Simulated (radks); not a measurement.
Sn+, configuration [Kr] 4d10 5s1 5p1 4f1 (not the ground configuration). All-electron calculation, Dirac Kohn-Sham, exchange-only PBE, spin-unpolarised, spherical densities, point nucleus; open shells fill j = l - 1/2 first. Program: a radial shooting solver on a logarithmic mesh with Libxc functionals.

Normalised radial functions P(r) = r R(r) (large component), r in bohr:

```
   r/bohr * 4d5/2, o 5p3/2 (the largest magnitude, 1.03, reaches the edge; | marks zero, & curves that meet)
 0.002661                             &
 0.003693                             &
 0.005086                             &
 0.007061                             &
 0.009802                             &
   0.0135                             *o
  0.01874                             *o
  0.02601                             * o
  0.03582                             |*o
  0.04973                             | *o
  0.06903                             |  o*
  0.09506                             | o    *
    0.132                             o          *
   0.1832                         o   |             *
   0.2523                        o    |            *
   0.3502                           o |   *
   0.4862                   *         |   o
   0.6695      *                      |       o
   0.9294  *                          |    o
     1.29        *              o     |
    1.777              o  *           |
    2.466           o            *    |
    3.424                o           *|
    4.715                       o     *
    6.546                           o *
    9.086                             &
    12.51                             &
    17.37                             &
    24.11                             &
```

4d5/2: eigenvalue -39.015 eV, 1 radial node at r = 0.390 bohr, <r> = 1.10 bohr, 90 % of the charge inside 1.70 bohr. 5p3/2 (empty): eigenvalue -13.914 eV, 3 radial nodes at r = 0.130, 0.398, 1.09 bohr, <r> = 2.75 bohr, 90 % of the charge inside 4.06 bohr.
